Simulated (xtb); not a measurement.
xtb input (GFN2-xTB):

```bash
xtb mol.xyz --gfn 2 --ohess tight --chrg -1 --uhf 0
```
mol.xyz:
```
7

F     -2.29968082     0.87749068    -0.51909657
Si    -1.33886043    -0.18964274     0.18749387
Si     1.07069015    -0.09301558    -0.55028683
F      1.50675513    -1.37459344     0.44918863
F      1.52565256     1.12610799     0.52016312
H     -1.98740079    -1.49720536    -0.19342719
H     -1.67304400    -0.09283429     1.67687955
```

End of the output:

```
       4    205.20    -0.62194 ( 99.65%)    -0.63817 (  0.35%)    -0.62200
       5    280.77    -0.45586 ( 99.90%)    -0.54531 (  0.10%)    -0.45595
   ------------------------------------------------------------------------

   temp. (K)  partition function   enthalpy   heat capacity  entropy
                                   cal/mol     cal/K/mol   cal/K/mol   J/K/mol
 298.15  VIB   44.5                 2675.683     16.684     16.249
         ROT  0.223E+06              888.752      2.981     27.458
         INT  0.994E+07             3564.435     19.665     43.707
         TR   0.120E+28             1481.254      4.968     40.121
         TOT                        5045.6890    24.6335    83.8279   350.7360

       T/K    H(0)-H(T)+PV         H(T)/Eh          T*S/Eh         G(T)/Eh
   ------------------------------------------------------------------------
    298.15    0.804082E-02    0.303199E-01    0.398293E-01   -0.950944E-02
   ------------------------------------------------------------------------

         :::::::::::::::::::::::::::::::::::::::::::::::::::::
         ::                  THERMODYNAMIC                  ::
         :::::::::::::::::::::::::::::::::::::::::::::::::::::
         :: total free energy         -19.052241370478 Eh   ::
         ::.................................................::
         :: total energy              -19.042731929413 Eh   ::
Note: The following floating-point exceptions are signalling: IEEE_DENORMAL
normal termination of xtb
         :: zero point energy           0.022279084638 Eh   ::
         :: G(RRHO) w/o ZPVE           -0.031788525703 Eh   ::
         :: G(RRHO) contrib.           -0.009509441065 Eh   ::
         :::::::::::::::::::::::::::::::::::::::::::::::::::::

optimized geometry written to: xtbopt.xyz

           -------------------------------------------------
          | TOTAL ENERGY              -19.042731929413 Eh   |
          | TOTAL ENTHALPY            -19.012412027595 Eh   |
          | TOTAL FREE ENERGY         -19.052241370478 Eh   |
          | GRADIENT NORM               0.000323976464 Eh/α |
          | HOMO-LUMO GAP               3.186426450411 eV   |
           -------------------------------------------------

------------------------------------------------------------------------
------------------------------------------------------------------------
 total:
 SCF:
 ANC optimizer:
 analytical hessian:
```

It need not be the lowest isomer of its formula. Whether it binds its extra electron was not tested at this geometry.
